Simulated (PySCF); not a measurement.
# ZrCl2: bending curve

Computed with PySCF, Ur2SCAN, basis Zr def2-TZVP with ECP28, Cl def2-TZVP (scalar-relativistic core potentials, no spin–orbit coupling, density fitting).

Rigid scan from the triplet minimum (Zr–Cl 2.352 Å (×2); Cl–Zr–Cl 141.9°). Coordinate: the Cl–Zr–Cl angle, bonds fixed. Energies in kJ/mol from the minimum.

Task: Predict the curve at 80, 90, 100, 110, 120, 130, 140, 150, 160, 170, 180.

Result: 
| bond angle (°) | E (kJ/mol) | dipole size (D) | ⟨S²⟩ |
| --- | --- | --- | --- |
| 80 | 92.3 | 4.43 | 2.01 |
| 90 | 52.3 | 4.07 | 2.01 |
| 100 | 28.9 | 3.70 | 2.01 |
| 110 | 14.5 | 3.30 | 2.01 |
| 120 | 6.0 | 2.86 | 2.01 |
| 130 | 1.6 | 2.38 | 2.01 |
| 140 | 0.0 | 1.88 | 2.01 |
| 150 | 0.5 | 1.36 | 2.01 |
| 160 | 2.1 | 0.88 | 2.01 |
| 170 | 3.5 | 0.42 | 2.01 |
| 180 | 4.1 | 0.00 | 2.01 |

With the bonds held, the linear shape lies 4.1 kJ/mol from the minimum.

Open d and f shells are described by one determinant, and the ground state may have another occupation or spin.

Other isomers or separated fragments may lie lower.
